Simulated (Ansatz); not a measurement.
Consider the isomerisation: `O=CC[SiH2]O` → `CC(=O)O[SiH3]`.

Gas-phase electronic energies from Ansatz, PBE0-D4/def2-TZVP geometries. CCSD(T)/CBS is the MP2 limit (def2-TZVPP, def2-QZVPP) plus CCSD(T) − MP2 in def2-TZVPP, frozen cores. Functionals use def2-TZVPP. B3LYP here is the variant with VWN-RPA as its local correlation; programs differ in this. One conformer a species, not always the lowest.

| level | ΔE (kcal/mol) | difference from CCSD(T)/CBS |
| --- | --- | --- |
| PBE-D4 | -4.1 | -1.0 |
| r2SCAN-D4 | -4.8 | -1.7 |
| PBE0-D4 | -4.3 | -1.2 |
| B3LYP-D4 | -4.6 | -1.5 |
| ωB97X-V | -5.4 | -2.3 |
| ωB97M-V | -4.2 | -1.1 |
| B2PLYP | -4.7 | -1.6 |
| PBE | -4.5 | -1.4 |
| r2SCAN | -4.9 | -1.8 |
| PBE0 | -4.6 | -1.5 |
| B3LYP | -5.2 | -2.1 |
| HF/def2-TZVPP | -8.0 | -4.9 |
| MP2/def2-TZVPP | -3.3 | -0.2 |
| SCS-MP2/def2-TZVPP | -4.3 | -1.2 |
| CCSD/def2-TZVPP | -4.3 | -1.2 |
| CCSD(T)/def2-TZVPP | -4.1 | -1.0 |
| HF/def2-QZVPP | -8.0 | -4.9 |
| MP2/def2-QZVPP | -2.7 | 0.4 |
| SCS-MP2/def2-QZVPP | -3.6 | -0.5 |
| HF/CBS(def2) | -8.0 | -4.9 |
| MP2/CBS(def2) | -2.2 | 0.9 |
| CCSD/CBS(def2) | -3.2 | -0.1 |
| CCSD(T)/CBS | -3.1 | 0 |

Largest T1 diagnostic among the species: 0.014.

In def2-TZVPP, CCSD(T) changes the Hartree–Fock value by +3.9 kcal/mol (the triples alone add +0.1 kcal/mol) and MP2 by +4.7 kcal/mol.
